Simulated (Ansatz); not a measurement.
Ge₆Bi⁺, relaxed as a singlet with RKS PBE-D4/def2-SVP in Ansatz, starting from the GFN2-xTB geometry. Force threshold 0.02 eV/Å.

In the def2 sets Bi takes a core potential; there is no spin–orbit coupling. Another isomer (singlet) lies 0.61 eV lower at PBE0-D4/def2-TZVP; other spin states weren't run for this one.

Start:

```xyz
7

Bi    1.012    0.792   -0.941
Ge   -0.318    2.269    1.351
Ge    0.532   -0.007    1.691
Ge   -1.452   -0.464   -2.181
Ge   -0.176   -1.693   -0.483
Ge    2.030   -1.616    0.595
Ge   -1.629    0.719   -0.033
```

```
        step   energy (eV)  largest force component (eV/Å)  SCF passes
           1  -344856.0470                           1.666          22
           2  -344856.2929                           0.409          28
           3  -344856.3904                           0.139          27
           4  -344856.4084                           0.198          21
5 (rejected)  -344856.3543                           0.359          26
           6  -344856.4265                           0.060          21
           7  -344856.4265                           0.066          22
           8  -344856.4272                           0.003          21
```

Force components are those of the run's own axes.

End:

```xyz
7

Bi    1.124    0.878   -1.043
Ge   -0.446    2.270    1.504
Ge    0.690    0.082    1.738
Ge   -1.625   -0.566   -2.157
Ge   -0.076   -1.759   -0.637
Ge    1.991   -1.767    0.728
Ge   -1.657    0.862   -0.134
```

By distances, no bond broke or formed. The bond that changes most is Bi1–Ge4, from 3.03 to 3.30 Å (atoms count from 1).

No frequencies were taken in this run, so the end may be a saddle point.

It took 38 s on 4 threads of Arm Neoverse V1 on a shared host.
